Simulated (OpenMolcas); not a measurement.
# How basis sets differ on CHClFGeN (SMILES N#[C][GeH]([F])[Cl])

CHClFGeN has 6 atoms, charge 0, and is taken as a singlet. SMILES: `N#[C][GeH]([F])[Cl]`. Geometry: relaxed at PBE0-D4/def2-TZVP.

```
atom    x (Å)    y (Å)    z (Å)
   N  -1.0369  -2.3070   0.0307
   C  -0.5440  -1.2673   0.0401
  Ge   0.2371   0.4779   0.1077
   F   1.8960   0.2538  -0.2766
  Cl  -0.6276   1.6481  -1.4239
   H   0.1173   1.1304   1.4758
```

Each level gives the dipole moment (D). The values are calculated.

```csv
level,kind,program,value (D)
HF/ANO-R0 (sfX2C),Hartree–Fock,OpenMolcas,1.44
HF/ANO-RCC-MB (DKH2),Hartree–Fock,OpenMolcas,2.92
HF/STO-3G,Hartree–Fock,OpenMolcas,3.02
HF/3-21G,Hartree–Fock,OpenMolcas,3.07
"HF/ANO-RCC-VDZP (DKH2, RICD fitting)",Hartree–Fock,OpenMolcas,3.40
HF/cc-pVDZ,Hartree–Fock,OpenMolcas,3.09
```

All-electron rows without a relativistic Hamiltonian named are non-relativistic. The values span 1.44 to 3.40 D. Magnitudes only. Sets without polarisation functions give poor dipoles.
